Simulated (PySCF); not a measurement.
Gas-phase reaction: PbCl4 + 2 F ⇌ PbF2 + 4 Cl

Method: PySCF energies plus ideal-gas RRHO corrections (1 bar). The comparison is the NASA 1993 polynomial table, which mixes measured and estimated data. The levels and the table disagree on Pb(II) against Pb(IV) halides; the missing spin-orbit coupling or old entries may matter. † marks an energy on the PBE0/def2-TZVP geometry and frequencies. MP2 freezes the core. Open shells (unrestricted): F (multiplicity 2), Cl (multiplicity 2); the rest are closed-shell singlets. Spin-orbit splitting is ignored; it lowers the true energy and changes the entropy of F, Cl. Pb: scalar-relativistic def2 core potential, no spin-orbit coupling. For this reaction the table lies outside the span of B3LYP, CCSD(T), M06-2X, MP2, PBE0, r2SCAN, ωB97M-V, ωB97X-V in their largest bases here; which side is off was not settled. MP2 isn't extrapolated to the basis-set limit. The table's entry may be an old estimate for PbCl4, PbF2 (not checked at source).

MP2/def2-TZVPP† gives ΔH°(298 K) = 148.4 kJ.

What does BLYP/def2-TZVP† give, and where does the table lie?

BLYP/def2-TZVP†: 77.4 kJ. Table: 443.7 kJ.
